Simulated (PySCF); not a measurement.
# Excitation energy of Nb²⁺ by level of theory

Nb²⁺ [Kr] 4d3 (4F) → Nb²⁺ [Kr] 4d2 5p1 (high-spin determinant), as a difference of total energies. Calculation: PySCF 2.14, in aug-cc-pVDZ-PP with ECP28MDF (5s5p4d2f, 54 functions); scalar relativity through the core potential. Correlated levels: valence: 4s2 4p6 frozen. The calculations carry no spin-orbit coupling.

```
           method  excitation energy (eV)
              UHF                   7.955
    MP2 (valence)                   8.013
SCS-MP2 (valence)                   7.974
   CCSD (valence)                   7.933
CCSD(T) (valence)                   7.918
```

Q: How much does correlation contribute at CCSD(T) (valence)?

A: 7.918 − (7.955) = -0.037 eV, measured against UHF.

The coupled-cluster amplitudes are large for the upper state (T1 above 0.03 or a double amplitude above 0.15), so a single reference is strained.

The determinant of the upper state mixes LS terms, which raises its energy above the lowest term, most at the Hartree-Fock and MP2 levels.
